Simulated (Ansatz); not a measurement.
Consider the formal exchange of groups at the Si–O bond: `CB(N)[SiH2]O` + SiH₄ → `CB(N)[SiH2][SiH3]` + H₂O.

Program: Ansatz. Geometries: PBE0-D4/def2-TZVP. ΔE: electronic, gas phase. CBS: MP2 limit from def2 TZ/QZ plus the TZ coupled-cluster correction, frozen cores. This one scheme is used for every species. DFT in def2-TZVPP. B3LYP here is the variant with VWN-RPA as its local correlation; programs differ in this. Each species was taken in one conformer, which may not be the lowest.

```
             level  ΔE (kcal/mol)  difference from CCSD(T)/CBS
            PBE-D4           11.4                         -4.3
         r2SCAN-D4           15.2                         -0.5
           PBE0-D4           12.4                         -3.3
          B3LYP-D4           16.7                          1.0
           ωB97X-V           16.7                          1.0
           ωB97M-V           17.5                          1.8
            B2PLYP           18.4                          2.7
               PBE           12.4                         -3.3
            r2SCAN           15.5                         -0.2
              PBE0           13.3                         -2.4
             B3LYP           18.3                          2.6
     HF/def2-TZVPP           23.1                          7.4
    MP2/def2-TZVPP           17.5                          1.8
SCS-MP2/def2-TZVPP           19.2                          3.5
   CCSD/def2-TZVPP           17.2                          1.5
CCSD(T)/def2-TZVPP           16.3                          0.6
     HF/def2-QZVPP           23.3                          7.6
    MP2/def2-QZVPP           17.3                          1.6
SCS-MP2/def2-QZVPP           18.9                          3.2
      HF/CBS(def2)           23.4                          7.7
     MP2/CBS(def2)           16.9                          1.2
    CCSD/CBS(def2)           16.6                          0.9
       CCSD(T)/CBS           15.7                            0
```

Largest T1 diagnostic among the species: 0.013.

From PBE to PBE0 (25 % exact exchange), in def2-TZVPP and without D4, ΔE moves by +1.0 kcal/mol. The D4 term adds −1.6 kcal/mol with B3LYP and −1.0 kcal/mol with PBE0; it sums over pairs of atoms, weighted by their polarisabilities, and B3LYP, whose exchange is more repulsive, gets the larger term.
